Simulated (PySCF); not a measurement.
Species: C7H4ClOP.
SMILES with atom numbers: `[Cl:1][c:2]1[o:3][c:4]2[cH:5][cH:6][cH:7][cH:8][c:9]2[p:10]1`

Probes without a nucleus sit at each ring's centroid and 1 Å off its mean plane on both sides; NICS is minus the shielding there, NICSzz its component along the normal. Level: GIAO PBE0/pcSseg-1 (PySCF, non-relativistic, gas phase) on the GFN2-xTB geometry, one conformer.

Rings: 1. C2–O3–C4–C9–P10; 2. C4–C5–C6–C7–C8–C9.

```
set  NICS(0)  NICS(1), two faces  NICS(1)zz, two faces
  P    -10.3       -12.0 / -12.0         -29.9 / -29.9
  Q     -9.6         -9.3 / -9.3         -19.4 / -19.4
```

Q: Which set (ppm) belongs to which ring?

A: P = 2, Q = 1.
- 1 (5-membered ring with O and P; formal bonds all aromatic): mean NICS(1)zz -19.4 ppm, shielded.
- 2 (6-membered carbocycle; formal bonds all aromatic): mean NICS(1)zz -29.9 ppm, shielded, aromatic by this magnetic criterion (flat ring, no four-coordinate atom), though in fused rings the probe also feels the neighbouring ring.

Q: How do the rings differ in shape?

A: 
```
ring                          bond lengths (Å)  rms pucker (Å)  HOMA  nearest outside atom to a NICS(1) probe (Å)
   1         1.345, 1.351, 1.406, 1.790, 1.713            0.00  0.34                                  carbon 2.78
   2  1.389, 1.379, 1.395, 1.377, 1.395, 1.406            0.00  0.97                                hydrogen 2.65
```

HOMA = 1 − mean of α(R − Ropt)² over the ring bonds, with Krygowski's 1993 parameters (CC: Ropt 1.388 Å, α 257.7 Å⁻²; CO: Ropt 1.265 Å, α 157.38 Å⁻²; CP: Ropt 1.698 Å, α 118.91 Å⁻²).

Time: 44 s. Hardware: one thread, Arm Neoverse V1, on a shared host. This is the whole shielding run at PBE0/pcSseg-1, SCF included.
